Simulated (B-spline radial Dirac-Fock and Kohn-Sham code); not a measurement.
Kohn-Sham estimates against Dirac-Fock for the levels of In²⁰⁺

System: the In²⁰⁺ ion, configuration [Ar] 3d10 4s1.

The density-functional columns are spherical, spin-unpolarised Dirac-Kohn-Sham results without Breit or QED terms: −ε is minus the orbital energy of the initial state and ΔSCF the difference of two total energies. The reference in the last column comes from Dirac-Fock energy differences between relaxed states, corrected for Breit and QED terms. All numbers are from a radial B-spline solver, in eV; a selection of levels is shown. For the 1s level of heavy atoms much of the gap between ΔSCF and the reference is the Breit and QED part, -89.9 eV here; for other levels the error of the functional can be larger.

```
level   LDA −ε  LDA ΔSCF  Dirac-Fock
   1s  28282.4   28626.9     28544.5
   2s   4714.5    4787.4      4834.2
2p1/2   4439.9    4527.4      4531.9
2p3/2   4228.6    4311.8      4323.2
3p1/2   1213.2    1245.5      1262.8
3p3/2   1173.7    1205.2      1222.9
3d3/2    978.4    1012.6      1011.5
3d5/2    970.2    1004.0      1003.5
   4s    581.0     595.6       592.0
```

For the outermost level NIST gives 593.38 ± 0.2 eV (semi-empirical); the differences from it are LDA −ε -12.36, LDA ΔSCF +2.27, Dirac-Fock -1.41 eV.

Values without a named source are computed, but for edge energies of neutral atoms, which are taken from tables.
